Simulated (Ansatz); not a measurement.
Input for Ansatz (a quantum-chemistry and plane-wave program): U-B3LYP/cc-pV(T+d)Z on BH5OSi (SMILES BO[SiH3]), a point of a bond scan (R = 1.314 Å). Files ending in .json are basis or fitting sets from the Basis Set Exchange.

Ansatz 0.2 input:
```yaml
crystal:
  periodic: [false, false, false]
  atoms:
    - {symbol: B, position_ang: [-0.35530603, 0.16770934, 1.74610802]}
    - {symbol: H, position_ang: [-1.19864248, 0.77833887, 2.54726973]}
    - {symbol: H, position_ang: [0.51570290, -0.54223566, 2.16560005]}
    - {symbol: O, position_ang: [-0.48933143, 0.35730853, 0.41765439]}
    - {symbol: Si, position_ang: [0.33065961, -0.20123129, -0.91475675]}
    - {symbol: H, position_ang: [0.86264245, 0.96822479, -1.64324521]}
    - {symbol: H, position_ang: [-0.62978211, -0.93425439, -1.76420217]}
    - {symbol: H, position_ang: [1.43535929, -1.09433874, -0.49777027]}
basis:
  gaussian:
    orbitals: cc-pV_T+d_Z.json
hamiltonian:
  xc: {name: B3LYP}
magnetization: {spin_polarized: true, initial_magnetization: 0}
```

Program output:

```
WARN ansatz: RAYON_NUM_THREADS=1 ignored (pool sized by the plan → 1); use --threads N
Functional definition: B3LYP
integrals: 0.07 GiB planned
996 factors; their error is unknown
mean field: 0.85 GiB planned
mean field evaluation 1: about -10682.0191 eV, gradient 3.6e1 eV
mean field evaluation 2: about -10670.8549 eV, gradient 6.6e1 eV
mean field evaluation 4: about -10686.2382 eV, gradient 1.8e0 eV
mean field evaluation 8: about -10686.2894 eV, gradient 2.8e-2 eV
mean field evaluation 16: about -10686.2894 eV, gradient 1.1e-5 eV
mean field -10686.28939776 eV, -392.7138919406 hartree, gradient 1.1e-5 eV, S^2 0.000000; 0 other end points of the search recorded, 0 dependent functions left out
reference -10686.28965760 eV, -392.7139014896 hartree; 16, 16 occupied and 153, 153 virtual orbitals, 996 factors
Total energy: -10686.28965760 eV, -392.7139014896 hartree
```

Self-consistency was reached.

Cost: about 9 core-seconds (a rough figure).
